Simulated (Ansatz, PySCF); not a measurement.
Energy difference 2 R1 → P1 + P2, each structure at its B3LYP-D3(BJ)/def2-TZVP stationary point, reached from a drawn start (curvature not checked).
P1, Br4Se (SMILES Br[Se](Br)(Br)Br) (charge 0, multiplicity 1):
```csv
atom,x (Å),y (Å),z (Å)
Se,-0.0009,0.4263,0.0040
Br,-0.0036,0.8249,2.5217
Br,-0.0058,0.8694,-2.5067
Br,1.8270,-1.0530,-0.0095
Br,-1.8167,-1.0676,-0.0094
```
R1, Br3Se (SMILES Br[Se](Br)Br) (charge 0, multiplicity 2, Z-matrix in Å and degrees):
```
Se
Br 1 2.4326
Br 1 2.4331 2 115.12
Br 1 2.4332 2 115.16 3 -137.79
```
P2: Br2Se (SMILES Br[Se]Br), charge 0, multiplicity 1.

P less R. No zero-point or thermal terms; singlets are restricted closed shells; open shells are unrestricted; no spin–orbit coupling.

Frozen-core correlation throughout. In cc and def2 sets filled d and f shells under p-block atoms count as core.

Codes used: Ansatz (a program for electronic structure) with Gaussian orbitals; PySCF for the D3/D4 terms. No computed number here is a measurement.

Question: One of these levels gives -22.46 kcal/mol for the reaction energy. Name it.
A. MP2/cc-pVDZ
B. revPBE-D4/def2-TZVPP
C. PBE0-D3(BJ)/def2-TZVPP
D. CAM-B3LYP-D4/def2-TZVPP

Answer: A, MP2/cc-pVDZ. The others give -4.94 (revPBE-D4/def2-TZVPP), -10.23 (PBE0-D3(BJ)/def2-TZVPP), -11.32 (CAM-B3LYP-D4/def2-TZVPP)
